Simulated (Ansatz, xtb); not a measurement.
Relative energy of two isomers of ClH6NSSi2

We compare I, `[SiH3]N[Si@@H](S)Cl`, a singlet, with II, `S[SiH2]N[SiH2]Cl`, a singlet. Both are isolated molecules in the gas phase, relaxed with PBE0-D3(BJ)/def2-SVP, each in the lowest conformer that the search found.

Task: Estimate E(II) − E(I) at the level CCSD(T)/def2-SVP + ΔMP2/def2-TZVPP.

Result: Too close to call at this level: CCSD(T)/def2-SVP + ΔMP2/def2-TZVPP gives E(II) − E(I) = −0.026 eV.

Level by level:

| level | geometry | E(II) − E(I) (eV) | departure from the last row (eV) | job, with rough time for the two |
| --- | --- | --- | --- | --- |
| PBE0-D3(BJ)/def2-SVP | PBE0-D3(BJ)/def2-SVP | −0.024 | +0.002 | optimisation, 77 s |
| HF/def2-SVP | PBE0-D3(BJ)/def2-SVP | −0.057 | −0.031 | part of the CCSD(T) run |
| MP2/def2-SVP | PBE0-D3(BJ)/def2-SVP | −0.020 | +0.006 | part of the CCSD(T) run |
| CCSD(T)/def2-SVP | PBE0-D3(BJ)/def2-SVP | −0.026 | 0.000 | single point |
| CCSD(T)/def2-SVP + ΔMP2/def2-TZVPP | PBE0-D3(BJ)/def2-SVP | −0.026 |  | single point, 27 s |

As drawn, both hold the same kinds of bond in the same numbers.

The largest departure from CCSD(T)/def2-SVP + ΔMP2/def2-TZVPP is that of HF/def2-SVP, 0.031 eV. Levels run at GFN2-xTB geometries aren't shown. The last row adds to CCSD(T) the change of the MP2 difference between the two basis sets, here 0.000 eV.

With thermal terms from frequencies at re-optimised GFN2-xTB minima (ideal gas, soft modes damped towards free rotors, one conformer each, 298.15 K, 1 atm): the zero-point term adds +0.008 eV; ΔH is −0.022 and ΔG −0.017 eV.

The correlated steps freeze 21 core orbitals. Mirror images aren't counted in ΔG. Run with Ansatz 0.2.0, xtb 6.7.1; the last row on 2 threads of Intel(R) Xeon(R) 6975P-C (Granite Rapids) on a shared host.
